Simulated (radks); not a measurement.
Problem. The mean radii <r> (bohr) of the occupied orbitals of an atom or ion are listed with their occupations. All-electron calculation, scalar-relativistic Kohn-Sham, BLYP, spin-polarised, spherical densities, finite nucleus; Fermi nuclear charge, rms radius of each element as measured or else 0.836 A^(1/3) + 0.57 fm. Program: a radial shooting solver on a logarithmic mesh with Libxc functionals.

orbital  occ.      <r>
1s up       1  0.01606
1s down     1  0.01606
2s up       1  0.06761
2s down     1  0.06761
2p up       3  0.06143
2p down     3  0.06143
3s up       1   0.1746
3s down     1   0.1746
3p up       3   0.1765
3p down     3   0.1765
3d up       5   0.1599
3d down     5   0.1599
4s up       1   0.3843
4s down     1   0.3843
4p up       3   0.4100
4p down     3   0.4100
4d up       5   0.4310
4d down     5   0.4310
5s up       1   0.8533
5s down     1   0.8533
4f up       7   0.4539
4f down     7   0.4539
5p up       3   0.9769
5p down     3   0.9766
5d up       5    1.311
5d down     5    1.303
6s up       1    2.322
6s down     1    2.306
6p up       2    3.344

Name the element and its charge. Open shells, if any, are filled with parallel spins first.

Solution. Z = 82, lead, charge 0: Pb in [Hg] 6p2. The 1s radius gives Z: for a bare nucleus <r> = (2 gamma + 1)/(2Z) with gamma = sqrt(1 - (Z/c)^2), 0.01587 bohr for Z = 82, and screening makes it slightly larger (0.01606 here). The occupations add up to 82, and the charge is Z minus that.
